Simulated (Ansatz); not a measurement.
`[GaH2][O][SbH2]` + `C[SiH2]Cl` → `C[SiH](Cl)[SbH2]` + `[OH][GaH2]` at 298.15 K and 1 bar (formal exchange of groups at the Sb–O bond).

Isolated molecules relaxed with PBE0-D4/def2-TZVP in Ansatz; ΔE leaves out vibrations. CCSD(T)/CBS is the MP2 limit (def2-TZVPP, def2-QZVPP) plus CCSD(T) − MP2 in def2-TZVPP, frozen cores. Elements past krypton have def2 core potentials. For Ga, Sb outer-core shells are correlated without core-valence functions, which leaves a few kJ/mol of doubt a bond. Scalar relativity is left out up to krypton.

```json
{"species": "`[GaH2][O][SbH2]`", "CCSD(T)/CBS energy (Eh)": "-2241.53579", "H − E (kJ/mol)": "98.8", "S (J/(mol·K))": "348.6"}
{"species": "`C[SiH2]Cl`", "CCSD(T)/CBS energy (Eh)": "-789.97638", "H − E (kJ/mol)": "160.6", "S (J/(mol·K))": "298.1"}
{"species": "`C[SiH](Cl)[SbH2]`", "CCSD(T)/CBS energy (Eh)": "-1030.59494", "H − E (kJ/mol)": "183.3", "S (J/(mol·K))": "377.4"}
{"species": "`[OH][GaH2]`", "CCSD(T)/CBS energy (Eh)": "-2000.92981", "H − E (kJ/mol)": "82.7", "S (J/(mol·K))": "263.1"}
```

H − E and S are ideal-gas, rigid-rotor, harmonic terms from PBE0-D4/def2-TZVP, for one conformer and one mirror image of each species. 1 Eh = 2625.50 kJ/mol, R = 8.31446 J/(mol·K).

Problem. By hand: ΔE, ΔH, ΔS and ΔG.

Solution. ΔE = (-1030.59494) + (-2000.92981) − (-2241.53579) − (-789.97638) = -0.01258 Eh = -33.0 kJ/mol. Δ(H − E) = 183.3 + 82.7 − 98.8 − 160.6 = 6.6, so ΔH = -26.4 kJ/mol. ΔS = 377.4 + 263.1 − 348.6 − 298.1 = -6.2 J/(mol·K). ΔG = -26.4 − 298.15 × (-6.2)/1000 = -24.6 kJ/mol.

Problem. By hand: the equilibrium constant, and the temperature at which ΔG would vanish if ΔH and ΔS stayed fixed.

Solution. log₁₀ K = −ΔG/(RT ln 10) = 4.3. ΔG = 0 at ΔH/ΔS = 4258 K, far beyond where these terms or the molecules hold.

The number of gas molecules stays the same, so ΔS is small and ΔH decides. A doubt of 5 kJ/mol in ΔE shifts log₁₀ K by 0.9 here. Other conformers and mirror images would add mixing entropy, several J/(mol·K) or more a flexible species. Modes under 60 cm⁻¹, often nearly free rotors, make the harmonic entropy too high. These are equilibria of isolated gas molecules and say nothing of rates. Largest T1 diagnostic: 0.016 (customary marks: 0.02 for closed shells, 0.045 for open ones).
